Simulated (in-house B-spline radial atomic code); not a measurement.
## Ionising the chromium ion Cr²⁺ with different functionals

Computed with a radial B-spline atomic code at the basis-set limit: non-relativistic Hamiltonian, point nucleus, spin-polarised at highest spin, spherical fractional occupations for the functionals, and exact exchange of hybrids averaged over the configuration. The ionisation energy is the difference of two self-consistent energies, [Ar] 3d4 → [Ar] 3d3, without Breit or QED terms; ε is the level of the shell that loses the electron (its least bound occupied spin orbital).

```json
{"method": "PBE0", "rung": "global hybrid", "ΔSCF (eV)": "32.06", "-ε(3d) (eV)": "26.54"}
{"method": "B3LYP", "rung": "global hybrid", "ΔSCF (eV)": "32.14", "-ε(3d) (eV)": "26.10"}
{"method": "TPSSh", "rung": "global hybrid", "ΔSCF (eV)": "32.05", "-ε(3d) (eV)": "25.07"}
{"method": "M06-2X", "rung": "global hybrid", "ΔSCF (eV)": "31.48", "-ε(3d) (eV)": "28.81"}
{"method": "BHandHLYP", "rung": "global hybrid", "ΔSCF (eV)": "31.75", "-ε(3d) (eV)": "28.66"}
{"method": "r2SCAN0", "rung": "global hybrid", "ΔSCF (eV)": "32.19", "-ε(3d) (eV)": "26.70"}
{"method": "B97-1", "rung": "global hybrid", "ΔSCF (eV)": "31.86", "-ε(3d) (eV)": "25.93"}
{"method": "HSE06", "rung": "range-separated hybrid", "ΔSCF (eV)": "32.04", "-ε(3d) (eV)": "26.11"}
{"method": "wB97X", "rung": "range-separated hybrid", "ΔSCF (eV)": "31.66", "-ε(3d) (eV)": "28.74"}
{"method": "CAM-B3LYP", "rung": "range-separated hybrid", "ΔSCF (eV)": "32.10", "-ε(3d) (eV)": "28.03"}
{"method": "LC-wPBE", "rung": "range-separated hybrid", "ΔSCF (eV)": "32.14", "-ε(3d) (eV)": "29.34"}
```

(1) Among the functionals, which spreads more, the ΔSCF values or the orbital energies?

(2) How do they compare with the NIST value?

Answers

(1) The orbital energies: ΔSCF values span about 0.71 eV and the orbital energies 4.27 eV; here energy differences depend much less on the functional than eigenvalues do.

(2) NIST lists 30.96 eV ± 0.025 (measured, ground level to ground level). Errors run from +0.52 to +1.23 eV; M06-2X is closest (+0.52 eV), but part of that can be cancellation, since the calculations leave out relativity, Breit-QED terms, multiplet and fine-structure energies.
